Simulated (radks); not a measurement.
Results of a calculation; reference values are marked as such.
Species: Mg0.5+. Configuration: [Ne] 3s(up 0.75, down 0.75) (fractional occupations, a model configuration). Level of theory: non-relativistic Kohn-Sham, LDA (Slater exchange, Perdew-Wang correlation), spin-polarised, spherical densities, point nucleus (a radial shooting solver on a logarithmic mesh with Libxc functionals).

Local quantities along the radius. ELF = 1/(1 + alpha^2) is the electron localisation function; alpha = (tau - tau_W)/tau_unif compares the Pauli kinetic energy density with that of the uniform gas (summed over spins).

```
   r/bohr * ELF (the largest magnitude, 1, reaches the edge; | marks zero)
 0.006845 |                                                      *
 0.008772 |                                                      *
  0.01115 |                                                      *
  0.01429 |                                                      *
  0.01831 |                                                      *
  0.02347 |                                                      *
  0.03007 |                                                      *
  0.03854 |                                                      *
  0.04938 |                                                      *
  0.06278 |                                                      *
  0.08045 |                                                      *
   0.1031 |                                                    *
   0.1321 |                                             *
   0.1693 |                         *
   0.2169 |          *
    0.278 |            *
   0.3534 |                            *
   0.4529 |                                          *
   0.5803 |                                              *
   0.7437 |                                              *
    0.953 |                                         *
    1.221 |                     *
    1.565 |   *
    1.989 |     *
    2.549 |                                          *
    3.267 |                                                      *
    4.186 |                                                      *
    5.365 |                                                      *
    6.875 |                                                      *
    8.809 |                                                      *
```

On this mesh the ELF has minima near r = 0.24, 1.8 bohr, which separate the shells, and maxima near 0.66 (0.87).
